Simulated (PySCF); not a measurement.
BH₃Se. Atoms are numbered in the order given.

```xyz
5

B      0.0252    -1.5601     0.0000
H     -1.0277    -2.1163     0.0000
H      1.0663    -2.1345     0.0000
Se    -0.0461     0.3371     0.0000
H      1.4021     0.5890     0.0000
```

Geometry: PBE0-D3(BJ)/def2-TZVP.

Level of theory: TDDFT-LC-ωPBE/def2-TZVPD run with PySCF.

Vertical excitations. Gas-phase values at a fixed geometry. State labels are in the subgroup Cs.

Computed lowest excited states:
```csv
state,symmetry,energy (eV),λ (nm),f,main pairs
S1,A',5.93,209,0.162,HOMO→LUMO 93 %
S2,A",6.06,205,0.000,HOMO−1→LUMO 91 %
S3,A",6.42,193,0.008,"HOMO→LUMO+5 45 %, HOMO→LUMO+1 25 %, HOMO−2→LUMO 11 %"
S4,A",6.62,187,0.004,HOMO−2→LUMO 83 %
S5,A",7.64,162,0.076,"HOMO→LUMO+1 44 %, HOMO→LUMO+2 21 %, HOMO→LUMO+6 19 %, HOMO→LUMO+10 7 %"
S6,A',7.99,155,0.029,"HOMO−1→LUMO+1 43 %, HOMO−1→LUMO+5 42 %"
S7,A",8.29,150,0.077,"HOMO→LUMO+3 43 %, HOMO→LUMO+2 34 %, HOMO→LUMO+10 7 %"
S8,A",8.56,145,0.050,"HOMO→LUMO+3 43 %, HOMO→LUMO+2 18 %, HOMO→LUMO+5 17 %"
S9,A',8.60,144,0.005,HOMO→LUMO+4 93 %
S10,A",8.90,139,0.015,HOMO−3→LUMO 87 %
T1,A',4.35,285,0,HOMO→LUMO 95 %
T2,A",5.39,230,0,HOMO−1→LUMO 88 %
T3,A",5.84,212,0,HOMO−2→LUMO 83 %
T4,A",5.97,208,0,"HOMO→LUMO+5 50 %, HOMO→LUMO+1 22 %"
```
Triplets are in the Tamm–Dancoff approximation, which puts them higher than full response would, so one can lie above its singlet here.
